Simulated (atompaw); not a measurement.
## Before and after: PAW (atompaw) potential for N (Z = 7)

N, PAW, made with atompaw 4.2.0.5 (PBE, scalar-relativistic). Core [He], reference 2s2 2p3. Waves: 2s (bound): rc 1.55 bohr; 2s channel at -0.6 Ry: rc 1.55 bohr; 2p (bound): rc 1.55 bohr; 2p channel at 1.05 Ry: rc 1.55 bohr; 3d channel at 0.1 Ry: rc 1.55 bohr. Local part: bessel scheme, radius 1.10 bohr. Core correction: smooth core density matched at 1.45 bohr. Augmentation charge: besselshape compensation charge, radius 1.40 bohr; PAW radius 1.55 bohr; waves and projectors: custom polynom2 7 10 vanderbiltortho.

All-electron outer shells of the reference configuration (PBE, scalar-relativistic, ld1.x):

```csv
shell,level (eV),outermost node (bohr),outermost maximum (bohr)
1s,-384.72,–,0.15
2s,-18.58,0.32,1.02
2p,-7.09,–,0.98
```

Change: all radii scaled by about 1.19 (s 1.84, p 1.84, d 1.84 bohr); local potential bessel scheme, radius 1.30 bohr; augmentation besselshape compensation charge, radius 1.66 bohr; PAW radius 1.84 bohr; waves and projectors: custom polynom2 7 10 vanderbiltortho; core correction smooth core density matched at 1.72 bohr.

Cutoffs: the cutoffs (Ry, on a coarse ladder) from which the occupation-weighted sum of valence levels, in a spherical-Bessel basis at the reference potential, stays within 10 and 1 mRy of its value at 400 Ry; they do not see the model core or the augmentation charge, which bear on the density cutoff.

What does the change do?

The potential gets softer (21 Ry and 25 Ry → 18 Ry and 21 Ry); neither file shows a bound ghost. A larger radius leaves more room for a smooth pseudo-wave, so fewer plane waves are needed.

| quantity | base | changed |
| --- | --- | --- |
| cutoff, loose | 21 Ry | 18 Ry |
| cutoff, tight | 25 Ry | 21 Ry |
| loose cutoff by channel (10 mRy a level) | s 10 Ry, p 18 Ry | s 10 Ry, p 15 Ry |
| bound ghosts | none | none |
| lowest overlap eigenvalue by channel | s 0.59, p 0.95, d 1.00 | s 0.79, p 0.92, d 1.00 |

 The cutoffs see the waves, projectors and local potential, not the compensation charge or the core.
